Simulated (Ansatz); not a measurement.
`BCOC` and `BC[O][AlH][Cl]` differ in one atom or group.

Ansatz, PBE0-D4/def2-TZVP geometries, multiplicity 1. Each molecule was computed in one conformer, which needn't be the lowest.

```tsv
property	`BCOC`
HOMO–LUMO gap (B3LYP/def2-TZVPP) / eV	5.68
HOMO energy (ωB97M-V/def2-TZVPP) / eV	-9.94
size of the dipole moment (PBE/def2-TZVPP) / D	1.51
HOMO energy (PBE0/def2-TZVPP) / eV	-7.53
HOMO–LUMO gap (PBE0/def2-TZVPP) / eV	6.17
HOMO–LUMO gap (ωB97M-V/def2-TZVPP) / eV	10.50
```

Question: Give the same properties after the change, and the shifts. (An estimate is asked.)

Answer: Computed: 
| property | `BC[O][AlH][Cl]` | shift |
| --- | --- | --- |
| HOMO–LUMO gap (B3LYP/def2-TZVPP) / eV | 6.12 | 0.44 |
| HOMO energy (ωB97M-V/def2-TZVPP) / eV | -10.49 | -0.55 |
| size of the dipole moment (PBE/def2-TZVPP) / D | 1.18 | -0.33 |
| HOMO energy (PBE0/def2-TZVPP) / eV | -8.11 | -0.58 |
| HOMO–LUMO gap (PBE0/def2-TZVPP) / eV | 6.59 | 0.42 |
| HOMO–LUMO gap (ωB97M-V/def2-TZVPP) / eV | 10.91 | 0.41 |

With PBE0 the HOMO falls by 0.58 eV and the LUMO falls by 0.16 eV, so the gap widens by about 0.42 eV. PBE moves the HOMO by -0.69 eV and ωB97M-V by -0.55 eV. Dipoles are sizes alone; their direction can turn.

B3LYP here is the variant with VWN-RPA as its local correlation; programs differ in this.
